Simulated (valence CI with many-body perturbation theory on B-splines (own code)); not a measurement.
The numbers below are computed, except where a source is named.
## Re²⁵⁺: magnetic and hyperfine properties of the levels

Method: valence CI with perturbative core correlation (CI+MBPT): four valence electrons over a frozen Dirac-Fock core [Kr] 4d10, a basis of 7 s, 7 p, 7 d, 7 f, 4 g, 2 h functions for each j, with the one-electron correlation potential Σ1 (screened to all orders), the two-electron term Σ2, the three-electron term Σ3, Breit, model QED; selected single and double excitations, second order for the rest, scaled by the run's own slope (own B-spline code, finite nucleus).

No measured levels were compared; by estimate terms of the open shell hold to a few per cent of their energy, and close levels can change places.

A/g_I is the dipole constant over the nuclear g factor μ/I (μ in nuclear magnetons, uniformly magnetised nucleus), B/Q the quadrupole constant per barn. Both hold the static response of the core; the bare values leave it out. Large factors of s and p1/2 electrons are usually good to 5 to 10 %; those of open d and f shells near neutrality can be off by tens of per cent, and small factors of p3/2, d and f electrons come from cancelling terms and can be off by a factor of two or in sign, in half-filled shells by more. B is blank for J = 1/2, where it vanishes, and for nearly pure S terms. Energies count from the lowest level. Levels with J = 0 are left out.

Levels are named by their leading jj configuration (3d3/2^4 stands for four electrons in 3d with j = 3/2), which in mixed levels can hold well under half, so a name can repeat and another be missing. Letters in brackets count levels of one name in rising energy.

```tsv
Level	E (cm⁻¹)	g	A/g_I (MHz)	A/g_I bare	B/Q (MHz/b)	B/Q bare
(4f5/2^4) J=4	0.0	0.644	4770	4320	-2230	-1970
(4f5/2^3 4f7/2) J=5 [a]	15942	0.910	3420	3380	-1900	-1690
(4f5/2^2 4f7/2^2) J=6 [a]	29147	1.052	2780	2960	-1530	-1390
(4f5/2^4) J=2	35934	0.947	3910	4010	2760	2460
(4f5/2^2 4f7/2^2) J=7 [a]	39432	1.124	2530	2830	-853	-813
(4f5/2^3 4f7/2) J=1 [a]	43094	0.119	8680	7590	697	616
(4f5/2^3 4f7/2) J=4 [a]	45171	1.023	3310	3500	-3360	-2990
(4f5/2^3 4f7/2) J=8 [a]	47778	1.161	2430	2810	107	10.6
(4f5/2^3 4f7/2) J=3 [a]	50369	1.144	2480	2820	-322	-300
(4f5/2^3 4f7/2) J=2 [a]	53898	0.575	5340	4800	-2240	-1970
(4f5/2^3 4f7/2) J=2 [b]	55147	1.686	-431	719	-61.7	-92.9
(4f5/2^3 4f7/2) J=3 [b]	56900	0.931	3460	3460	1240	1130
(4f5/2^2 4f7/2^2) J=6 [b]	60005	0.887	3490	3400	407	382
(4f5/2^3 4f7/2) J=5 [b]	63855	1.211	2030	2460	-1180	-1110
(4f5/2^3 4f7/2) J=7	64391	0.977	3080	3140	2050	1810
(4f5/2^2 4f7/2^2) J=4 [a]	66573	1.226	1800	2230	2720	2400
(4f5/2^3 4f7/2) J=8 [b]	69671	1.030	2870	3020	3880	3390
(4f5/2^2 4f7/2^2) J=4 [b]	77379	1.042	2880	3050	-963	-844
(4f5/2^2 4f7/2^2) J=2 [a]	79312	1.158	2160	2490	1860	1660
(4f5/2^2 4f7/2^2) J=3 [a]	80105	0.877	3550	3440	-2340	-2070
(4f5/2^2 4f7/2^2) J=5 [a]	80333	1.260	1590	2070	3050	2680
(4f5/2^2 4f7/2^2) J=1 [a]	85549	1.032	3320	3530	-195	-182
(4f5/2^2 4f7/2^2) J=2 [b]	87247	1.048	2070	2150	-770	-714
(4f5/2^2 4f7/2^2) J=5 [b]	90171	1.020	2780	2890	324	256
(4f5/2^2 4f7/2^2) J=8 [a]	90275	1.002	3000	3100	3670	3260
(4f5/2^3 4f7/2) J=5 [c]	91112	1.054	2780	2970	-257	-226
(4f5/2^2 4f7/2^2) J=9	91351	1.048	2790	2960	6670	5880
(4f5/2^2 4f7/2^2) J=6 [c]	91701	1.240	1800	2260	-667	-660
(4f5/2^2 4f7/2^2) J=4 [c]	91807	1.201	1910	2300	-2690	-2430
(4f5/2^2 4f7/2^2) J=3 [b]	92368	1.257	1330	1770	1100	962
(4f5/2 4f7/2^3) J=7 [a]	93848	0.974	2880	2900	1290	1170
(4f5/2^3 4f7/2) J=1 [b]	96960	1.497	-651	46.8	1530	1350
(4f5/2^2 4f7/2^2) J=8 [b]	98110	1.040	2610	2740	3090	2720
(4f5/2^2 4f7/2^2) J=2 [c]	98659	0.718	5340	5130	830	769
(4f5/2^2 4f7/2^2) J=6 [d]	99275	1.113	2560	2840	368	306
(4f5/2^3 4f7/2) J=4 [b]	102460	1.067	2560	2740	592	504
(4f5/2^2 4f7/2^2) J=7 [b]	105880	1.092	2670	2930	1270	1110
(4f5/2^2 4f7/2^2) J=2 [d]	106110	1.460	65.9	783	826	720
```

Problem. Take the isotope of mass number 185, with I = 5/2, μ = 3.176 μN and Q = 2.07 b. What is the hyperfine structure of (4f5/2^3 4f7/2) J=5 [a]?

Solution. From the table A = 4350 MHz, B = -3930 MHz. Shifts from the centre of gravity in MHz: F = 5/2: -67000, F = 7/2: -50500, F = 9/2: -29900, F = 11/2: -5400, F = 13/2: 22500, F = 15/2: 53400.
